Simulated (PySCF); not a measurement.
## Ar¹⁴⁺ (argon, charge +14) across methods

[He] 2s2, closed-shell 1S. All numbers are calculated (PySCF 2.14, the spin-free X2C one-electron Hamiltonian (Gaussian nucleus), in an even-tempered Gaussian basis (19 s from 2.4 bohr⁻², ratio 2.2; 9 p from 3.8 bohr⁻², ratio 2.4; 6 d from 11 bohr⁻², ratio 2.4; 5 f from 17 bohr⁻², ratio 2.4; 4 g from 26 bohr⁻², ratio 2.4)).

```
method  E (hartree)  mean ε 1s (eV)  mean ε 2s (eV)  Σ⟨r²⟩ (bohr²)   ⟨S²⟩
   UHF   -379.15469         -3942.9         -850.38         0.3263  0.000
  BLYP    -379.2918         -3827.4         -826.82         0.3259  0.000
 B97-3    -379.2637         -3857.5         -833.80         0.3253  0.000
r2SCAN    -379.2000         -3838.7         -828.05         0.3262  0.000
   PBE    -379.1475         -3825.8         -826.65         0.3258  0.000
   LDA    -377.7834         -3813.8         -824.64         0.3267  0.000
  PBE0    -379.1757         -3855.2         -832.91         0.3258  0.000
```
